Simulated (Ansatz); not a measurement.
Si(OtBu)H3 (C4H12OSi), relaxed as a singlet with RKS PBE-D4/def2-SVP in Ansatz, starting from the GFN2-xTB geometry. Force threshold 0.02 eV/Å.

Another isomer (singlet) lies 1.12 eV lower at PBE0-D4/def2-TZVP; other spin states weren't run for this one.

Start:

Cartesian coordinates in Å:
```
C -0.181 0.385 -0.008
C 0.640 0.672 1.250
C -0.457 1.688 -0.766
C -1.499 -0.296 0.366
O 0.550 -0.437 -0.886
Si 1.210 -1.902 -0.776
H 0.121 1.384 1.886
H 0.803 -0.248 1.807
H 1.607 1.083 0.972
H 0.483 2.158 -1.044
H -1.030 2.375 -0.149
H -1.016 1.474 -1.673
H -1.302 -1.204 0.931
H -2.043 -0.563 -0.537
H -2.112 0.370 0.967
H 1.750 -2.016 -2.121
H 0.224 -2.947 -0.475
H 2.251 -1.976 0.256
```

```
        step  energy (eV)  largest force component (eV/Å)  SCF passes
           1  -14249.6817                           1.827          17
           2  -14249.8962                           0.833          21
           3  -14249.9291                           0.294          21
4 (rejected)  -14249.9156                           0.810          19
           5  -14249.9372                           0.061          20
           6  -14249.9386                           0.016          21
```

Force components are those of the run's own axes.

End:

```csv
atom,x (Å),y (Å),z (Å)
C1,-0.193,0.416,-0.019
C2,0.656,0.670,1.234
C3,-0.482,1.731,-0.751
C4,-1.502,-0.301,0.342
O5,0.552,-0.383,-0.962
Si6,1.215,-1.912,-0.769
H7,0.127,1.342,1.939
H8,0.875,-0.275,1.772
H9,1.621,1.142,0.960
H10,0.468,2.223,-1.040
H11,-1.061,2.425,-0.111
H12,-1.060,1.533,-1.675
H13,-1.304,-1.260,0.863
H14,-2.088,-0.519,-0.572
H15,-2.122,0.326,1.015
H16,1.836,-2.238,-2.094
H17,0.184,-2.961,-0.432
H18,2.277,-1.958,0.301
```

By distances, no bond broke or formed. The bond that changes most is O5–Si6, from 1.61 to 1.68 Å (atoms count from 1).

No frequencies were taken in this run, so the end may be a saddle point.

Run time 8 s (4 threads of Arm Neoverse V2 on a shared host).
